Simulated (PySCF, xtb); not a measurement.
C₃H₃N, SMILES C=CC#N.

GFN2-xTB run with xtb at its own geometry gives an orbital gap of 3.96 eV and a dipole moment of 3.72 D.

Geometry: B3LYP-D3(BJ)/def2-SVP.

What does PySCF with r2SCAN/def2-TZVPD give? (An estimate is asked for; the answer gives what the named calculation found.)

gap 4.92 eV (levels -7.53 and -2.61 eV), dipole 4.03 D.
